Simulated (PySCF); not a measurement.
**Telling isomers of C₆H₁₂Si₂ apart by NMR**

[PySCF: structure optimised with GFN2-xTB; PBE0/pcSseg-1 with gauge-including orbitals; no solvent; one averaged value for each set of equivalent atoms; a single conformation; non-relativistic Hamiltonian]

Chemical shifts δ = σref − σ; TMS for 1H (31.72 ppm) and 13C (186.93 ppm), all at this level. Where no couplings were computed, multiplicities follow the n + 1 count of equivalent neighbours, and m marks all less simple cases (inequivalent or close neighbours, rings, F or P nearby). Shifts are as computed. Against solution values, carbons near 30 ppm lie about +3 ppm off and those near 130 ppm about +5 ppm. Of 1211 compounds with measured shifts, 218 miss one by over three times the rms of a fit or turn the order of signals round; such compounds aren't used in these exercises.

(1) Tabulate the signals of `C=C[Si@H](C)C1=C[SiH2]C1`, `C=C[C@H]([SiH3])C1=C[SiH2]C1`, `C=C[C@@H](C)C1=C[SiH2][SiH2]1` and their relative energies.

(2) What is the quickest way to tell C=C[Si@H](C)C1=C[SiH2]C1 from C=C[C@H]([SiH3])C1=C[SiH2]C1?

(3) What is the quickest way to tell C=C[C@H]([SiH3])C1=C[SiH2]C1 from C=C[C@@H](C)C1=C[SiH2][SiH2]1?

(4) What is the quickest way to tell C=C[Si@H](C)C1=C[SiH2]C1 from C=C[C@@H](C)C1=C[SiH2][SiH2]1?

Answers

(1) 
```json
{"SMILES": "C=C[Si@H](C)C1=C[SiH2]C1", "carbon types": "1×C 2×CH 2×CH2 1×CH3", "δC": "181.6, 159.1, 142.6, 141.8, 22.8, -4.4", "δH": "6.82 (m, 1H), 6.52 (m, 1H), 6.46 (m, 1H), 6.05 (m, 1H), 5.29 (m, 1H), 5.28 (m, 1H), 4.79 (m, 1H), 2.09 (m, 1H), 2.03 (m, 1H), 0.26 (d, 3H)", "E rel. (kcal/mol)": "0.0"}
{"SMILES": "C=C[C@H]([SiH3])C1=C[SiH2]C1", "carbon types": "1×C 3×CH 2×CH2", "δC": "175.1, 143.0, 128.8, 118.8, 47.6, 17.0", "δH": "6.43 (m, 1H), 5.63 (m, 1H), 5.35 (m, 1H), 5.23 (m, 1H), 4.85 (m, 1H), 4.84 (m, 1H), 3.94 (d, 3H), 3.48 (m, 1H), 1.98 (m, 1H), 1.83 (m, 1H)", "E rel. (kcal/mol)": "12.8"}
{"SMILES": "C=C[C@@H](C)C1=C[SiH2][SiH2]1", "carbon types": "1×C 3×CH 1×CH2 1×CH3", "δC": "187.2, 157.4, 150.2, 123.1, 52.1, 24.0", "δH": "7.07 (m, 1H), 5.77 (m, 1H), 5.48 (m, 1H), 5.37 (m, 1H), 4.82 (m, 1H), 4.78 (m, 1H), 4.63 (m, 1H), 4.62 (m, 1H), 2.88 (m, 1H), 1.23 (d, 3H)", "E rel. (kcal/mol)": "6.4"}
```

Energies are electronic energies at PBE0/pcSseg-1 on these geometries, without zero-point or thermal terms, each for the one conformer computed, which needn't be the lowest.

(2) Both give the same number of carbon signals, but DEPT or the intensities differ. The first has a methyl carbon bonded to Si (CH3) at -4.4 ppm, the second an allylic sp3 CH bonded to Si at 47.6 ppm. Their most deshielded carbons lie at 181.6 and 175.1 ppm.

(3) Both give the same number of carbon signals, but DEPT or the intensities differ. The first has an allylic sp3 CH2 bonded to Si at 17.0 ppm, the second a methyl carbon (CH3) at 24.0 ppm. Their most deshielded carbons lie at 175.1 and 187.2 ppm. In the proton spectra the most deshielded non-exchanging signals are 6.43 (m, 1H) and 7.07 (m, 1H).

(4) Both give the same number of carbon signals, but DEPT or the intensities differ. The first has an allylic sp3 CH2 bonded to Si at 22.8 ppm, the second an allylic sp3 CH at 52.1 ppm. Their most deshielded carbons lie at 181.6 and 187.2 ppm.
